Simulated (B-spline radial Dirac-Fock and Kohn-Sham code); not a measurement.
Cr 3p3/2: cross section and angular parameters

System: the Cr atom in the configuration 1s2 2s2 2p6 3s2 3p6 3d5 4s1; threshold 49.26 eV (orbital energy of the model). Calculated with a radial finite-basis atomic code, using Dirac-Hartree-Slater photoionisation with a Latter tail; cross sections with all multipoles, angular parameters from the dipole term and its interference with E2.

For linearly polarised light dσ/dΩ = σ/(4π) [1 + β P₂(cos θ) + (δ + γ cos²θ) sin θ cos φ], with θ from the polarisation vector and φ the angle between the beam and the projection of the electron momentum on the plane normal to the polarisation.

| hν (eV) | σ (kb) | β | γ | δ |
| --- | --- | --- | --- | --- |
| 60 | 837 | 1.387 | -0.062 | 0.017 |
| 60.8 | 779 | 1.277 | -0.071 | 0.019 |
| 100 | 624 | 0.379 | 0.142 | 0.020 |
| 114 | 685 | 0.734 | 0.150 | 0.010 |
| 118 | 694 | 0.809 | 0.147 | 0.008 |
| 138 | 704 | 1.078 | 0.115 | 0.002 |
| 311 | 318 | 1.592 | -0.022 | 0.001 |
| 409 | 200 | 1.627 | 0.003 | 0.003 |
| 446 | 171 | 1.631 | 0.018 | 0.004 |
| 503 | 135 | 1.631 | 0.044 | 0.005 |
| 524 | ? | ? | ? | ? |
| 886 | 38.9 | 1.565 | 0.232 | 0.012 |
| 1120 | 21.9 | 1.512 | 0.333 | 0.017 |
| 1486.9 | 10.5 | 1.432 | 0.466 | 0.025 |
| 2330 | 3.04 | 1.272 | 0.689 | 0.046 |
| 2984.4 | 1.47 | 1.170 | 0.813 | 0.063 |
| 3370 | 1.02 | 1.117 | 0.873 | 0.073 |
| 3470 | 0.934 | 1.104 | 0.888 | 0.076 |
| 3570 | 0.856 | 1.092 | 0.901 | 0.078 |
| 4250 | 0.498 | 1.013 | 0.985 | 0.096 |
| 4290 | 0.484 | 1.008 | 0.990 | 0.097 |
| 4330 | 0.470 | 1.004 | 0.994 | 0.098 |
| 4420 | 0.440 | 0.994 | 1.004 | 0.101 |
| 4660 | 0.372 | 0.970 | 1.028 | 0.107 |
| 5414.7 | 0.230 | 0.899 | 1.095 | 0.127 |
| 6000 | 0.164 | 0.851 | 1.137 | 0.142 |
| 8600 | 0.0492 | 0.684 | 1.273 | 0.204 |
| 9251.7 | 0.0383 | 0.651 | 1.298 | 0.219 |
| 15000 | 0.00702 | 0.444 | 1.450 | 0.333 |

Question: Give the values at 524 eV.

Answer: σ = 124 kb, β = 1.629, γ = 0.054, δ = 0.005.
